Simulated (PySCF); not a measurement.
A GIAO shielding run with PySCF 2.14.0 with density-fitted response routines (density fitting, non-relativistic, gas phase) on SMILES OC/C=C\O[SiH3], C₃H₈O₂Si:

```
$ OMP_NUM_THREADS=1 python probes_run.py task.json out

{"job": {"kind": "nmr", "xc": "B3LYP", "basis": "pcSseg-1", "pop": false}, "charge": 0, "multiplicity": 1}
O     -2.995380     0.247380     0.635205
C     -1.985889     0.198135    -0.345017
C     -1.022954    -0.921198    -0.111391
C      0.304923    -0.789535    -0.028201
O      0.937361     0.397204    -0.187011
Si     2.586012     0.659545    -0.019168
H     -2.557566     0.331676     1.488843
H     -2.508238     0.049422    -1.305144
H     -1.431620     1.151520    -0.426083
H     -1.442190    -1.921661     0.029403
H      0.946182    -1.660156     0.167596
H      3.032490     0.272647     1.353185
H      2.786184     2.112506    -0.250036
H      3.343049    -0.148856    -1.021189
```

Hardware: 1 thread of an Intel Xeon Platinum 8259CL, shared host.

Problem. How large is the calculation?

Solution. 56 electrons, 149 basis functions and 796 auxiliary functions.

Problem. How long does it take, and how much memory does it need?

Solution. 21 s of wall time, with 14 SCF cycles and 4 response iterations; peak memory 0.86 GiB. Times on a shared host scatter by some tens of per cent.

Problem. And these other runs on the same molecule and hardware: GIAO shielding at B97-D/pcSseg-1; GIAO shielding at BLYP/pcSseg-1; GIAO shielding at BP86/pcSseg-1; GIAO shielding at HF/pcSseg-1; GIAO shielding at KT2/pcSseg-1; GIAO shielding at KT3/pcSseg-1?

Solution. B97-D/pcSseg-1: 149 functions, 32 s; BLYP/pcSseg-1: 149 functions, 29 s; BP86/pcSseg-1: 149 functions, 32 s; HF/pcSseg-1: 149 functions, 8.8 s; KT2/pcSseg-1: 149 functions, 31 s; KT3/pcSseg-1: 149 functions, 29 s.
